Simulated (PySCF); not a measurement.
PbCl, SMILES [Cl][Pb+] (connectivity only; charge and spin as stated), charge +1, multiplicity 1.

Coordinates come from a B3LYP-D3(BJ)/def2-TZVP optimisation. The spin state was assumed, not searched. The def2 effective core potentials stand for the cores of Pb; spin–orbit coupling is left out.

Two levels are set side by side: TDDFT-PBE/def2-TZVPD (PySCF) and TDDFT-PBE0/def2-TZVPD (PySCF). Vertical, same geometry. The lowest singlet is HOMO→LUMO 50 %, HOMO−1→LUMO+1 50 % with PBE and HOMO−1→LUMO+1 50 %, HOMO→LUMO 50 % with the other functional; states are paired by order. Differences are taken from unrounded values.

```json
[
 {"quantity": "lowest singlet excitation (eV)", "TDDFT-PBE0": "4.25", "TDDFT-PBE": "3.78", "TDDFT-PBE minus TDDFT-PBE0": "-0.47"},
 {"quantity": "lowest triplet excitation (TDA) (eV)", "TDDFT-PBE0": "3.88", "TDDFT-PBE": "3.44", "TDDFT-PBE minus TDDFT-PBE0": "-0.44"},
 {"quantity": "first bright state (f over 0.05) (eV)", "TDDFT-PBE0": "5.20", "TDDFT-PBE": "4.84", "TDDFT-PBE minus TDDFT-PBE0": "-0.36"},
 {"quantity": "its oscillator strength", "TDDFT-PBE0": "0.05", "TDDFT-PBE": "0.06", "TDDFT-PBE minus TDDFT-PBE0": "0.01"}
]
```

Functionals without exact exchange tend to place singlet excitations lower, as here. Differences between two approximate levels are no errors against the true value.

Rough cost on one machine, each run with all the roots and properties that it gave: TDDFT-PBE0 against TDDFT-PBE about 2 times.
